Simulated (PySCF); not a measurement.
C₁₀H₈Se₂, SMILES C(=Cc1ccc[se]1)c1ccc[se]1 at its GFN2-xTB optimised geometry (Å):

```
20

C      0.3892     0.5506     0.0000
C     -0.3887    -0.5478     0.0000
C     -1.8152    -0.5478     0.0000
C     -2.6270    -1.6558     0.0000
C     -4.0112    -1.3924     0.0000
C     -4.3404    -0.0738     0.0000
Se    -2.8516     1.0292     0.0000
C      1.8157     0.5489     0.0000
C      2.6298     1.6550     0.0001
C      4.0136     1.3891     0.0001
C      4.3411     0.0702     0.0000
Se     2.8502    -1.0295    -0.0001
H     -0.0817     1.5304     0.0001
H      0.0827    -1.5273     0.0000
H     -2.2270    -2.6559     0.0000
H     -4.7493    -2.1771     0.0000
H     -5.3320     0.3415     0.0000
H      2.2318     2.6559     0.0003
H      4.7531     2.1725     0.0002
H      5.3320    -0.3467    -0.0001
```

Level of theory: PBE/def2-SVP in PySCF. Cells within 0.4 Å of a nucleus heavier than hydrogen are left out (blank, or x).

Map of the log10 of the electron density (e/bohr³), floored at −4 on the plane z = 0.0 Å:

```
|0000000000000000000000000|
|0000000000000000000000000|
|0000000000000000000000000|
|0000000000000000000000000|
|0000000000000000000000000|
|0000000000000000000000000|
|0000000000000013321110000|
|0000001221111135643432000|
|0000023443234347765664100|
|0001235765456546x77774100|
|0024456x9646776787xx63100|
|014677798656xx7x767864200|
|01467x7677778777767x76410|
|002468767x7xx656897776410|
|00136xx7876776469x6544200|
|00147777x6456545675321000|
|0014665677434323443200000|
|0002443465311111221000000|
|0000111233100000000000000|
|0000000000000000000000000|
|0000000000000000000000000|
|0000000000000000000000000|
|0000000000000000000000000|
|0000000000000000000000000|
|0000000000000000000000000|
```
Scale: ten equal steps from -4.00 (start of '0') to 0.331 (end of '9'), in the order '0123456789'; x runs from -7.50 to 7.50, y from -7.50 (bottom) to 7.50 (top).
